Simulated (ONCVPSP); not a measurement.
**Scattering properties, ONCV potential for indium**

ONCVPSP 4.0.1 input, shortened (lines: element, Z, core and valence counts, functional; n l f; lmax; l rc ep ncon nbas qcut; lloc lpopt rc5 dvloc0; l nproj debl; icmod fcfact rcfact), PBEsol, fully relativistic:

```
  In 49.00    9    1  -116133      upf
    1    0    2.00
    2    0    2.00
    2    1    6.00
    3    0    2.00
    3    1    6.00
    3    2   10.00
    4    0    2.00
    4    1    6.00
    4    2   10.00
    5    0    2.00
    1
    0    2.15    0.00    4    8    2.40
    1    1.85    0.17    5    9    4.10
    1    5    1.85    0.00
    0    1    0.70
    1    0    1.00
    1    0.30    0.00
```

Open shells are filled in proportion to 2j + 1.

In the p channel the program set the typed energies aside and used 0.050 Ha (j = l + 1/2; the other j can differ).

The phase is arctan(r·R′/R) of the radial function R(r), unwrapped; energies in Ha, scanned from -2 to 5 Ha. A pole is an energy at which the radial function vanishes at the test radius. The pseudo phase is shifted by a multiple of π to meet the all-electron one at the reference energy, and phase errors are pseudo minus all-electron; the curves can meet again beyond the range given. Levels narrower than the energy grid can be missing from the lists of poles.

| channel | radius (bohr) | reference energy (Ha) | poles, all-electron | poles, pseudo | unbroken range about the reference energy with phases within 0.05 rad | phase error 1 Ha above the reference energy (rad) |
| --- | --- | --- | --- | --- | --- | --- |
| s | 2.19 | -0.55 | 1.13 | -0.30, 1.95 | -0.8 to -0.4 | -3.066 |
| p3/2 | 1.88 | 0.05 | 3.69 | 1.94 | not even at the reference energy | -0.118 |
| p1/2 | 1.88 | 0.05 | 3.45 | 1.94 | not even at the reference energy | -0.055 |

Phases in the p3/2 channel:

```tsv
E (Ha)	all-electron	pseudo
-1.98	1.258	1.167
-1.62	1.186	1.107
-1.26	1.094	1.021
-0.90	0.957	0.886
-0.54	0.725	0.654
-0.18	0.307	0.228
0.18	-0.300	-0.396
0.54	-0.796	-0.901
0.90	-1.075	-1.189
1.26	-1.234	-1.361
1.62	-1.333	-1.481
1.98	-1.401	-1.582
2.34	-1.451	-1.689
2.70	-1.490	-1.833
3.06	-1.523	-2.105
3.42	-1.551	-2.808
3.78	-1.577	-3.787
4.14	-1.602	-4.200
4.50	-1.627	-4.372
4.86	-1.653	-4.464
```
